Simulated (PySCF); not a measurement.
**NMR data sheet: C$_{7}$H$_{11}$BO$_{2}$**

* Formula: C7H11BO2
* SMILES: C#C[C@H](C)B1OCCCO1
* InChI: InChI=1S/C7H11BO2/c1-3-7(2)8-9-5-4-6-10-8/h1,7H,4-6H2,2H3/t7-/m0/s1
* Point group of the computed structure: C1
* Carbon signals: 6
* Proton signals: 6

Bonds (- single, = double, # triple, : aromatic): C1#C2, C2-C3, C3-C4, C3-B5, B5-O6, O6-C7, C7-C8, C8-C9, C9-O10, O10-B5. C1 carries H11; C3 carries H12; C4 carries H13, H14, H15; C7 carries H16, H17; C8 carries H18, H19; C9 carries H20, H21. Stereochemistry as in C#C[C@H](C)B1OCCCO1.

[PySCF: NMR shieldings at B3LYP/pcSseg-1/GIAO; coordinates at the PBE0-D3(BJ)/def2-SVP level; in vacuum; relativity neglected; one conformer; one averaged value for each set of equivalent atoms]

Referencing at the same level of theory: $^{1}$H and $^{13}$C against TMS; BF3·OEt2 for $^{11}$B; $^{17}$O vs H2O.

| carbon | δC, type | δH (multiplicity) | HMBC from (2–3 bonds) | span of the C tensor (ppm) |
| --- | --- | --- | --- | --- |
| C1 | 69.7, CH | 1.59 (m) | H12 | 214 |
| C2 | 89.7, C | – | H12, H11, H13/H14/H15 | 312 |
| C3 | 14.5, CH | 1.70 (m) | H11, H13/H14/H15 | 13 |
| C4 | 17.4, CH3 | 1.03 (d) | H12 | 29 |
| C7/C9 | 64.9, CH2 | H16 4.00 (m); H17 3.99 (m) | H16/H21, H17/H20, H18/H19 | 53 |
| C8 | 30.9, CH2 | 1.65 (m) | H16/H21, H17/H20 | 16 |

Other nuclei:
```
 atoms   nucleus                                   environment  δ (ppm)  σ (ppm)
    B5  $^{11}$B  boron bonded to C, 2 O, in a 6-membered ring     26.5     71.3
O6/O10  $^{17}$O   oxygen bonded to C, B, in a 6-membered ring    123.7    210.3
```

1. δC 89.7: alkyne carbon; the triple bond shields along its axis, which puts it between sp3 and sp2 carbons.
2. δC 69.7: terminal alkyne carbon; the triple bond shields along its axis, which puts it between sp3 and sp2 carbons.
3. δC 64.9: sp3 CH2 bonded to O; deshielded by the electronegative neighbour.
4. δC 30.9: sp3 CH2 in a ring; saturated and bonded to C and H only.
5. δH 1.59: hydrogen on a terminal alkyne carbon; it lies on the axis of the triple bond, in its shielding cone.

A carbon bonded to boron is broadened by the quadrupolar boron nucleus and is often missing from a measured spectrum. Shifts are as computed. Against solution values, carbons near 30 ppm lie about +2 ppm off and those near 130 ppm about +6 ppm. Of 1313 compounds with measured shifts, 239 miss one by over three times the rms of a fit or turn the order of signals round; such compounds aren't used in these exercises. Experimental scales use liquid or dissolved standards, which lie at an offset from isolated H2O (liquid H2O: subtract about 36 ppm). Multiplicities follow the n + 1 count of equivalent neighbours, as no J values were calculated; m marks all less simple cases, F and P coupling included.
